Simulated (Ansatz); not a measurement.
Reaction (formal exchange of groups at the Si–C bond): `NC1=C([SiH2]F)N1` + `C[SiH2]C` → `C[SiH](C)[SiH2]F` + `NC1=CN1`

Isolated molecules relaxed with PBE0-D4/def2-TZVP in Ansatz; ΔE leaves out vibrations. CBS: MP2 limit from def2 TZ/QZ plus the TZ coupled-cluster correction, frozen cores. Functionals use def2-TZVPP. Each species was taken in one conformer, which may not be the lowest.

`NC1=C([SiH2]F)N1`:

Z-matrix (Å, degrees):
```
Si
F 1 1.605
C 1 1.792 2 111.7
H 1 1.484 2 107.2 3 118.7
H 1 1.481 2 105.6 3 -121.4
C 3 1.301 1 158.8 2 141.6
N 3 1.594 1 137.9 2 -90.6
N 6 1.327 3 154.2 1 -39.0
H 7 1.024 3 108.0 1 99.7
H 8 1.005 6 118.1 3 169.0
H 8 1.005 6 119.6 3 13.2
```

`C[SiH2]C`:

Cartesian coordinates in Å:
```
C 0.234 -0.168 -1.555
Si -0.530 -0.481 0.125
C 0.244 0.602 1.442
H -0.223 -0.803 -2.317
H 1.307 -0.377 -1.540
H 0.097 0.873 -1.857
H -0.352 -1.915 0.493
H -1.996 -0.216 0.062
H 1.317 0.410 1.523
H -0.206 0.414 2.419
H 0.107 1.660 1.206
```

`C[SiH](C)[SiH2]F`:

Cartesian coordinates in Å:
```
C 1.701 0.138 0.767
Si -0.089 0.468 0.312
C -1.245 -0.714 1.199
Si -0.383 0.304 -2.009
F -0.029 -1.195 -2.490
H 1.846 0.224 1.847
H 1.997 -0.870 0.464
H 2.370 0.848 0.277
H -0.443 1.875 0.673
H -1.039 -1.747 0.909
H -1.121 -0.635 2.282
H -2.289 -0.499 0.961
H 0.510 1.227 -2.764
H -1.786 0.576 -2.427
```

`NC1=CN1`:

```xyz
8

N     0.022   -0.671   -1.190
C    -0.081   -0.067   -0.006
C    -0.671    0.288    1.091
N     0.778    0.780    0.743
H     0.839   -0.467   -1.739
H    -0.816   -0.913   -1.691
H    -1.500    0.835    1.498
H     1.428    0.215    1.293
```

CCSD(T)/CBS gives +67.5 kJ/mol.

Task: Another level gave +83.6 kJ/mol. Which?
A. HF/def2-TZVPP
B. BHLYP/def2-TZVPP
C. r2SCAN/def2-TZVPP
D. PBE/def2-TZVPP

Result: A. HF/def2-TZVPP 83.6, BHLYP 76.3, r2SCAN 69.9, PBE 58.4 kJ/mol.

Task: What do rigid-rotor, harmonic-oscillator terms from PBE0-D4/def2-TZVP frequencies (298.15 K, 1 bar) make of the CCSD(T)/CBS value? (Estimate.)

Result: Computed: ΔZPE = +1.5 kJ/mol, ΔH = +70.5 kJ/mol, ΔS = 15 J/(mol·K), ΔG = +66.1 kJ/mol. Modes under 50 cm⁻¹ make the entropy rough.

Largest T1 diagnostic among the species: 0.015.

From BLYP to BHLYP (50 % exact exchange), in def2-TZVPP and without D4, ΔE moves by +8.3 kJ/mol. Leaving LDA and LC-ωPBE aside and taking each functional with its dispersion term where it has one, the values, not all of them listed here, spread over 16.8 kJ/mol, from PBE-D4 to B2PLYP. In def2-TZVPP, CCSD(T) changes the Hartree–Fock value by −14.9 kJ/mol (the triples alone add −1.1 kJ/mol) and MP2 by −6.5 kJ/mol.

CCSD(T)/CBS has its own doubt, a few kJ/mol and more with outer-core shells, so smaller differences from it don't rank the levels.
